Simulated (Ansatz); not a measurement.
Molecule: InH, net charge 0, singlet state. 
Structure (B3LYP-D3(BJ)/def2-TZVP (Ansatz, a first-principles code) minimum search):
SMILES: [InH]
```xyz
2

In     0.0000     0.0000    -0.0373
H      0.0000     0.0000     1.8254
```

Computed values are from Ansatz. Correlated levels leave the core frozen unless marked. Open shells are spin-unrestricted. Spin-orbit coupling is left out. Frozen are the shells of the preceding noble gas and the d and f shells that filled before the atom's block. Past Kr the def2 sets carry scalar-relativistic core potentials. CBS marks a two-point X^-3 extrapolation of the correlation energy; Hartree-Fock from the larger set.

```json
{
  "atomisation energy De": "63.1 kcal/mol at CCSD(T)/CBS(def2-TZVPPD,def2-QZVPPD)",
  "vertical ionisation energy (to the doublet)": "7.89 eV at CCSD(T)/CBS(def2-TZVPPD,def2-QZVPPD)",
  "total_energy": "-189.8554 Eh at CCSD(T)/CBS(def2-TZVPPD,def2-QZVPPD)",
  "dipole_moment": "0.77 D at CCSD(T)/def2-SVPD",
  "T1 diagnostic": "0.012 at CCSD/def2-QZVPPD"
}
```
